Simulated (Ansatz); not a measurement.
Cost and result up the ladder for (LiBr)3 ring (Li₃Br₃) (6 atoms). The state is a singlet with charge 0. Geometry: B3LYP-D4/def2-SVP.

```xyz
6

Li   -0.784   -0.910   -1.576
Br   -2.133   -1.410    0.260
Li   -0.861   -0.177    1.776
Br    1.017    1.181    2.043
Li    1.645    1.087   -0.201
Br    1.116    0.229   -2.304
```

Ansatz on 4 threads of Arm Neoverse V1 on a shared host. Times are rough, and most runs start from the orbitals of an earlier one. ωB97M-V/def2-TZVP serves as the yardstick here, not as an exact answer. Differences are given only for rows in sets of like size (and for xTB, whose basis is part of the method), since another set adds its own error. Binding counts from free atoms at the same level (Li doublet, Br doublet; other spins of the atoms weren't run), without zero-point energy or a counterpoise term.

The 6-31G sets use Cartesian d functions. B3LYP takes the VWN-RPA correlation. Correlated methods freeze 27 core orbitals; core or outer-core shells of Li, Br are correlated, in sets that lack core-valence functions. The rows differ in basis, and correlated rows in double-zeta sets carry the largest basis error.

Correlated methods converge slowly with the basis, most of all in double-zeta sets.

```csv
level,functions,wall time,binding energy per atom (eV),difference from ωB97M-V/def2-TZVP (eV)
HF/STO-3G,69,0.35 s,3.03,–
HF/6-31G,114,1.1 s,2.14,–
PBE-D4/def2-SVP,123,1.6 s,2.83,–
PBE0-D4/def2-SVP,123,2.2 s,2.83,–
BLYP-D4/def2-TZVP,186,2.3 s,2.73,-0.09
B3LYP-D4/6-31G,114,2.6 s,2.67,–
MP2/def2-TZVP,186,3 s,2.77,-0.06
BHLYP-D4/def2-TZVP,186,4.1 s,2.76,-0.06
RPA@PBE/def2-TZVP,186,4.6 s,2.45,-0.38
r2SCAN-D4/def2-TZVP,186,5 s,2.81,-0.02
PBE0-D4/def2-TZVP (with forces),186,6 s,2.76,-0.07
B2PLYP/def2-TZVP,186,6.5 s,2.76,-0.07
ωB97M-V/def2-TZVP,186,13 s,2.83,0.00
CCSD(T)/def2-SVP,123,18 s,2.69,–
```
